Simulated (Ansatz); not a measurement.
Question: Name a neutral molecule of C, I, Sn and H with size of the dipole moment (ωB97M-V/def2-TZVPP) between 2.95 and 3.25 D and LUMO energy (PBE0/def2-TZVPP) between -0.70 and -0.40 eV (Ansatz, PBE0-D4/def2-TZVP geometry).

Answer: `[CH3][Sn]([CH3])([CH3])[I]` (3.25 D, -0.45 eV). Other molecules can fit too; these were computed, each in one conformer that needn't be the lowest.
